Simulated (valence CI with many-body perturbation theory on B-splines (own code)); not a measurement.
Sensitivity of CI+MBPT for S¹¹⁺

Computed by configuration interaction combined with many-body perturbation theory (CI+MBPT): three valence electrons over a frozen Dirac-Fock core [He], a basis of 6 s, 6 p, 5 d, 3 f, 1 g functions for each j, with the one-electron correlation potential Σ1 (screened to all orders), the two-electron term Σ2, the three-electron term Σ3, Breit, model QED; selected single and double excitations, second order for the rest (own B-spline code, finite nucleus).

No measured levels were compared; by estimate levels of excited configurations hold to 0.05 to 0.15 % of their energy, terms of the ground configuration to about 0.5 %.

The reference run has the lowest level 2s²2p ²P°_1/2 and an ionisation energy of 564.351 eV. Its largest variational space holds 3818 state functions.

```tsv
Level	Reference (cm⁻¹)	Shift (cm⁻¹)
2s²2p ²P°_3/2	13133	+723
2s2p² ⁴P_1/2	193627	+176
2s2p² ⁴P_3/2	198420	+435
2s2p² ⁴P_5/2	205126	+1266
2s2p² ²D_3/2	346961	+1061
2s2p² ²D_5/2	347231	+1267
2s2p² ²S_1/2	440128	+605
2s2p² ²P_1/2	465206	+886
2s2p² ²P_3/2	471850	+1433
2p³ ⁴S°_3/2	609919	+1408
2p³ ²D°_3/2	690150	+1190
2p³ ²D°_5/2	690674	+1862
```

The ionisation energy moves by +0.205 eV.

(1) Which of these changes was made?
A. logarithmic knot step 0.27 → 0.8
B. size limit of the variational space 10000 → 1500; second order for the rest on → off
C. three-electron term on → off; Breit term on → off; QED terms on → off
D. hole-hole ladder in Σ2 on → off

Answers

(1) C. three-electron term on → off; Breit term on → off; QED terms on → off.
